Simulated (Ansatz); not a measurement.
Isolated molecules relaxed with PBE0-D4/def2-TZVP in Ansatz; ΔE leaves out vibrations. CCSD(T)/CBS adds triple-zeta CCSD(T) − MP2 to the extrapolated MP2 energy (def2 sets, frozen cores). Functionals use def2-TZVPP. B3LYP here is the variant with VWN-RPA as its local correlation; programs differ in this. HSE06 is defined as in plane-wave codes. Elements past krypton have def2 core potentials. For Br, Sn outer-core shells are correlated without core-valence functions, which leaves a few kJ/mol of doubt a bond. Scalar relativity is left out up to krypton. Each species was taken in one conformer, which may not be the lowest.

Reaction (isomerisation): `C[O][SnH2][Br]` → `[CH3][SnH]([OH])[Br]`

```tsv
level	ΔE (kJ/mol)	difference from CCSD(T)/CBS
LDA (SPW92)	-88.1	13.3
PBE-D4	-92.7	8.7
revPBE-D4	-91.2	10.2
BLYP-D4	-88.5	12.9
r2SCAN-D4	-94.7	6.7
B97M-V	-86.1	15.3
PBE0-D4	-94.0	7.4
B3LYP-D4	-89.8	11.6
r2SCANh-D4	-95.2	6.2
r2SCAN0-D4	-95.7	5.7
HSE06-D4	-94.1	7.3
BHLYP-D4	-89.5	11.9
CAM-B3LYP-D4	-88.2	13.2
ωB97X-V	-89.8	11.6
ωB97M-V	-94.5	6.9
B2PLYP	-95.0	6.4
PBE-QIDH	-98.6	2.8
PBE	-92.9	8.5
BLYP	-89.3	12.1
r2SCAN	-94.8	6.6
PBE0	-94.2	7.2
B3LYP	-90.1	11.3
r2SCAN0	-95.7	5.7
HSE06	-94.2	7.2
LC-ωPBE	-94.1	7.3
RPA@PBE/def2-TZVPP	-89.5	11.9
HF/def2-SVP	-66.7	34.7
MP2/def2-SVP	-82.5	18.9
CCSD/def2-SVP	-73.1	28.3
CCSD(T)/def2-SVP	-72.8	28.6
HF/def2-TZVPP	-83.1	18.3
SCS-MP2/def2-TZVPP	-98.8	2.6
CCSD/def2-TZVPP	-95.9	5.5
CCSD(T)/def2-TZVPP	-97.0	4.4
HF/def2-QZVPP	-82.9	18.5
MP2/def2-QZVPP	-109.0	-7.6
SCS-MP2/def2-QZVPP	-101.3	0.1
HF/CBS(def2)	-82.9	18.5
MP2/CBS(def2)	-111.0	-9.6
CCSD/CBS(def2)	-100.3	1.1
CCSD(T)/CBS	-101.4	0
```

(1) What do rigid-rotor, harmonic-oscillator terms from PBE0-D4/def2-TZVP frequencies (298.15 K, 1 bar) make of the CCSD(T)/CBS value? (Best estimate.)

Largest T1 diagnostic among the species: 0.012.

Results:

(1) Computed: ΔZPE = +2.1 kJ/mol, ΔH = -97.6 kJ/mol, ΔS = 12 J/(mol·K), ΔG = -101.2 kJ/mol.

In def2-TZVPP, CCSD(T) changes the Hartree–Fock value by −13.9 kJ/mol (the triples alone add −1.1 kJ/mol) and MP2 by −23.5 kJ/mol. At CCSD(T), def2-SVP lies +28.6 kJ/mol from the extrapolated value and def2-TZVPP +4.4 kJ/mol. Leaving LDA and LC-ωPBE aside and taking each functional with its dispersion term where it has one, the values spread over 12.5 kJ/mol, from PBE-QIDH to B97M-V. LDA lies +4.8 kJ/mol from PBE without D4.
